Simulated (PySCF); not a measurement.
A GIAO shielding run with PySCF 2.14.0 with density-fitted response routines (density fitting, non-relativistic, gas phase) on `S(C)C1=CC[Si@H]1C#N`, C₅H₇NSSi:

```
$ OMP_NUM_THREADS=1 python probes_run.py task.json out

{"job": {"kind": "nmr", "xc": "PBE0", "basis": "pcSseg-1"}, "charge": 0, "multiplicity": 1}
C     -1.832657     0.328908     1.784012
S     -1.396128    -1.326677     1.172163
C     -0.058834    -0.892206     0.135462
C      0.666127    -1.667487    -0.687017
C      1.676644    -0.735534    -1.313063
Si     0.920684     0.686226    -0.261719
C     -0.066562     1.959145    -1.203008
N     -0.692736     2.737197    -1.763820
H     -2.708746     0.211141     2.413366
H     -2.060889     0.977489     0.943040
H     -1.007582     0.731656     2.364619
H      0.578871    -2.721934    -0.884517
H      1.581822    -0.660000    -2.396242
H      2.707932    -1.006379    -1.089948
H      1.687642     1.386445     0.764760
```

Hardware: 1 thread of an Intel Xeon 6975P-C, shared host. The job also computes population analyses, field gradients, ring-centre shieldings.

Task: How large is the calculation?

Result: 74 electrons, 185 basis functions and 999 auxiliary functions.

Task: How long does it take, and how much memory does it need?

Result: 22 s of wall time, with 14 SCF cycles and 5 response iterations; peak memory 0.83 GiB. Times on a shared host scatter by some tens of per cent.
